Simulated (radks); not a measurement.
All-electron atom: a nucleus of charge 3.4 with 1 electrons in 1s1.

All-electron calculation, scalar-relativistic Kohn-Sham, r2SCAN, spin-polarised, spherical densities, finite nucleus; open shells are filled with parallel spins first; meta-GGA in the generalised Kohn-Sham scheme; Fermi nuclear charge, rms radius 2.444 fm. Program: a radial shooting solver on a logarithmic mesh with Libxc functionals.

Energy parts (hartree):
| part | energy |
|---|---|
| total | -5.78107 |
| kinetic | 5.78289 |
| electron-nucleus | -11.56363 |
| Hartree | 1.06074 |
| exchange-correlation | -1.06108 |

Orbitals (lengths in bohr, moments of r in powers of bohr; <r^-3> diverges for s and p1/2; r(90%) holds 90 % of the orbital's charge):
orbital,occ.,eigenvalue (hartree),r(90%),<r^-3>
1s up,1,-5.07925,0.787,-

The highest occupied level is 1s up at -138.21 eV. Spin moment in Bohr magnetons: 1. The electron density at the nucleus is 12.67 e/bohr^3 (large components only). The spin density at the nucleus is 12.67 e/bohr^3 (1s 12.67). Summed over all electrons, <r^2> = 0.2618 bohr^2, which gives a Langevin (diamagnetic) susceptibility term of -0.207 x 10^-6 cm^3/mol.
